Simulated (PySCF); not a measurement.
Planning a spin–spin coupling job on 1,4-difluorobenzene, `Fc1ccc(F)cc1`.

Method: B3LYP/pcJ-1 indirect spin-spin coupling, non-relativistic, gas phase (PySCF 2.14.0, density-fitted response routines). Geometry: GFN2-xTB. Work: spin–spin couplings from 12 perturbed nuclei, spin–dipole term for 2 of them, density fitting. The input is one job of a driver script: a line of settings, then coordinates in Å.

Input:
```
{"job": {"kind": "j", "xc": "B3LYP", "basis": "pcJ-1"}, "charge": 0, "multiplicity": 1}
F     -2.684226    -0.349174    -0.070435
C     -1.348566    -0.175099    -0.036247
C     -0.529338    -1.290477    -0.015920
C      0.841741    -1.112343     0.018728
C      1.349137     0.175263     0.031167
F      2.685041     0.347970     0.064079
C      0.529696     1.290601     0.011389
C     -0.841700     1.112829    -0.022658
H     -0.964899    -2.276735    -0.026956
H      1.513008    -1.955695     0.036231
H      0.965534     2.276585     0.022552
H     -1.514231     1.955590    -0.037957
```

Hardware: one thread, x86-64 server, no GPU, on a shared host.

How large is the basis?

256 functions for 58 electrons, with 888 fitting functions; the fitted three-index integrals, 888 × 256 × 257/2 numbers of 8 bytes, come to 220 MiB.

How long does the run take?

About 34 s. The SCF took 13 cycles.

At this speed, how long would 20000 such jobs take on 8 cores, one job a core?

20000/8 gives 2500 rounds of 34 s, about 24 h of wall time and 190 core-hours, if the jobs don't slow each other.

The SCF part of the output:
```
coarse grid: 11168 points
cycle   1  E = -430.5925656085  dE =  1.361e+00  |g| = 6.515e-01  |ddm| = 3.427e+00
cycle   2  E = -430.5420306402  dE =  5.053e-02  |g| = 8.927e-01  |ddm| = 1.171e+00
cycle   3  E = -430.6611158682  dE = -1.191e-01  |g| = 9.568e-02  |ddm| = 6.837e-01
cycle   4  E = -430.6625866838  dE = -1.471e-03  |g| = 4.228e-02  |ddm| = 8.962e-02
cycle   5  E = -430.6629524579  dE = -3.658e-04  |g| = 1.061e-02  |ddm| = 3.983e-02
cycle   6  E = -430.6629750220  dE = -2.256e-05  |g| = 2.824e-03  |ddm| = 1.108e-02
cycle   7  E = -430.6629765781  dE = -1.556e-06  |g| = 1.288e-04  |ddm| = 2.078e-03
final grid: 111944 points
cycle   8  E = -430.7310917251  dE = -1.690e-04  |g| = 7.152e-03  |ddm| = 2.541e-02
cycle   9  E = -430.7310806145  dE =  1.111e-05  |g| = 1.088e-02  |ddm| = 1.261e-02
cycle  10  E = -430.7311010570  dE = -2.044e-05  |g| = 9.725e-04  |ddm| = 8.494e-03
cycle  11  E = -430.7311011776  dE = -1.206e-07  |g| = 4.118e-04  |ddm| = 1.119e-03
cycle  12  E = -430.7311012117  dE = -3.410e-08  |g| = 3.113e-05  |ddm| = 2.989e-04
cycle  13  E = -430.7311012118  dE = -1.301e-10  |g| = 1.699e-05  |ddm| = 3.111e-05
converged SCF energy = -430.7311012118
```

On the final grid dE counts from the start density on that grid.

Other jobs ran on the host; a repeat could differ by tens of per cent or more.
